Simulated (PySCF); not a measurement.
# Frontier orbitals and the lowest excitations

Species: C₆H₈O₂.
SMILES with atom numbers: `[CH2:1]=[CH:2][CH2:3]/[CH:4]=[CH:5]\[O:6][CH:7]=[O:8]` (hydrogens: H9, H10 on C1; H11 on C2; H12, H13 on C3; H14 on C4; H15 on C5; H16 on C7)

Method used: TDDFT B3LYP/def2-SVPD, vertical, gas phase, core orbitals frozen in the response (PySCF). One conformer (not necessarily the lowest) at the GFN2-xTB geometry, without solvent, vibrations or thermal averaging. Torsions of this conformer, `[CH2:1]=[CH:2][CH2:3]/[CH:4]=[CH:5]\[O:6][CH:7]=[O:8]`: C1–C2–C3–C4 -118°, C2–C3–C4–C5 115°, C4–C5–O6–C7 -178°, C5–O6–C7–O8 0°.

Kohn–Sham orbitals with the atoms that hold most of them (Löwdin shares over 4%, at most four atoms; ? is withheld):

| orbital | ε (eV) | atoms |
| --- | --- | --- |
| HOMO-3 | -9.77 | C2 23%, C3 17%, C1 15%, H11 12% |
| HOMO-2 | -8.35 | O8 68%, C7 13%, O6 7%, H16 7% |
| HOMO-1 | -7.54 | C1 33%, C2 31%, C3 9%, C4 6% |
| HOMO | ? | ? |
| LUMO | -0.98 | ? |
| LUMO+1 | -0.09 | C1 26%, C2 26%, C7 7%, O6 7% |
| LUMO+2 | 0.52 | C1 12%, C7 11%, C5 10%, C2 9% |

Which atoms hold the LUMO, and with what shares?

C7 (bonded to 2 O and H) 28%; O8 (bonded to C) 19%; C4 (bonded to 2 C and H) 14%; C5 (bonded to C, O and H) 10%. By element: carbon 52% or more, oxygen 19% or more.

Give the leading atoms of the HOMO.

C4 (bonded to 2 C and H) 29%; C5 (bonded to C, O and H) 26%; O6 (bonded to 2 C) 14%; C2 (bonded to 2 C and H) 8%. By element: carbon 62% or more, oxygen 14% or more.

What is the HOMO energy, and the HOMO–LUMO gap?

ε(HOMO) = -7.14 eV; the gap is 6.16 eV (0.2265 hartree).

The HOMO–LUMO gap is 6.16 eV. Where does the response calculation put the lowest singlet, and from which orbitals?

S1 is at 5.65 eV (f = 0.109), 0.51 eV below the gap, made of HOMO→LUMO (41%), HOMO-2→LUMO (40%), HOMO-1→LUMO (12%). Without the coupling terms of the response equations the lowest excitation would equal the gap.

Give energy, strength and leading configuration of S3 and S4, and follow the Löwdin shares of the leading atoms from the occupied to the empty orbital.

- S3 (5.96 eV, f 0.077), HOMO-1→LUMO (83%): C1 33% → at most 11%, C2 31% → at most 11%, C7 at most 6% → 28%, O8 at most 6% → 19%
- S4 (6.29 eV, f 0.016), HOMO→LUMO+1 (89%): C4 29% → at most 7%, C5 26% → at most 7%, C1 at most 8% → 26%, C2 8% → 26%

Löwdin shares depend on the basis, the more so with diffuse functions.

Time: 84 s of wall time (with the writing of density and orbital grids); peak memory 0.90 GiB. Hardware: one thread, Arm Neoverse N1 (aarch64), shared host.
